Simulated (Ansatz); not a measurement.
Abridged output of a molecular run in Ansatz:

```
Functional definition: HF
1326 factors; integrals over basis functions are off by at most 9.7e-4 eV
mean field evaluation 1: about -24501.0520 eV, gradient 4.0e1 eV
mean field evaluation 2: about -24501.4183 eV, gradient 4.0e1 eV
mean field evaluation 4: about -24504.6644 eV, gradient 3.7e0 eV
mean field evaluation 8: about -24504.7355 eV, gradient 3.4e-1 eV
mean field evaluation 16: about -24504.7364 eV, gradient 2.1e-6 eV
mean field -24504.73644685 eV, -900.5324545149 hartree, gradient 2.1e-6 eV, S^2 0.000000; 0 other end points of the search recorded, 0 dependent functions left out
13 core orbitals not correlated: weight in the atoms' cores, before any rotation towards them, 1.000 or more for the frozen orbitals, at most 0.000 for the correlated occupied ones
reference -24504.73644685 eV, -900.5324545149 hartree; 15, 15 occupied and 191, 191 virtual orbitals, 1326 factors
second order -25.53652067 eV of doubles, -0.00000000 eV of singles
cycle   1  -25.58034441 eV  change   -4.4e-2 eV  update   1.1e-1
cycle   2  -26.18233365 eV  change   -6.0e-1 eV  update   3.4e-2
cycle   3  -26.32567580 eV  change   -1.4e-1 eV  update   1.8e-2
cycle   4  -26.31008320 eV  change    1.6e-2 eV  update   4.4e-3
cycle   5  -26.30690443 eV  change    3.2e-3 eV  update   2.2e-3
cycle   6  -26.30807046 eV  change   -1.2e-3 eV  update   7.9e-4
cycle   7  -26.30762603 eV  change    4.4e-4 eV  update   3.1e-4
cycle   8  -26.30745623 eV  change    1.7e-4 eV  update   9.7e-5
cycle   9  -26.30749683 eV  change   -4.1e-5 eV  update   4.0e-5
cycle  10  -26.30750922 eV  change   -1.2e-5 eV  update   1.4e-5
perturbative correction -1.09025004 eV, -0.0400659501 hartree
Total energy: -24532.13420612 eV, -901.5393035969 hartree
```

Its atoms:

Z-matrix (Å, degrees):
```
Si
S 1 2.084
C 1 1.845 2 56.1
O 1 1.627 2 122.1 3 106.6
H 1 1.471 2 120.6 3 -112.7
F 3 1.373 1 117.7 2 106.5
H 3 1.086 1 127.2 2 -102.6
H 4 0.961 1 117.1 2 -34.1
```

**Question.** Which basis set was used?
A. def2-TZVPP
B. def2-SVPD
C. def2-TZVPPD
D. cc-pV(D+d)Z

**Answer.** A. It gives 219 functions.

**Question.** Write the keys of the input that set method, charge and spin (a neutral closed shell needs none for the last two).

**Answer.** 
```yaml
correlation: {method: ccsd_t}
```
